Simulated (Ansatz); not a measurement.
Hf3⁺, relaxed as a quartet with UKS PBE-D4/def2-TZVP in Ansatz, starting from the PBE-D4/def2-TZVP geometry of the charge +1 doublet. Force threshold 0.02 eV/Å.

In the def2 sets Hf takes a core potential; there is no spin–orbit coupling. The relaxation made no stability test and no search for a lower SCF solution. At PBE-D4/def2-TZVP a doublet of charge 1 lies 0.48 eV below the quartet, each at its own geometry. The structure comes from a short search, and lower isomers may exist.

Start:

```csv
atom,x (Å),y (Å),z (Å)
Hf1,-0.922,-1.266,-0.189
Hf2,1.540,-0.090,-0.327
Hf3,-0.619,1.356,0.516
```

Q: Estimate the energy that the relaxation releases and the steps that it takes.

A: 1.4 kcal/mol, in 4 steps; 12 s on 4 threads of Arm Neoverse V1 on a shared host. No frequencies were taken in this run, so the end may be a saddle point.

Q: Does the start keep its bonding and symmetry?

A: By distances, no bond broke or formed. The bond that changes most is Hf1–Hf3, from 2.73 to 2.83 Å (atoms count from 1). Point group D3h at the start, C2v at the end, both within 0.05 Å.

Q: Predict the relaxed structure.

A: 
Cartesian coordinates in Å:
```
Hf -0.900 -1.313 -0.206
Hf 1.486 -0.087 -0.316
Hf -0.587 1.400 0.522
```
Bond lengths (bridged metal pairs left out): 3 × Hf–Hf 2.68 to 2.83 Å.
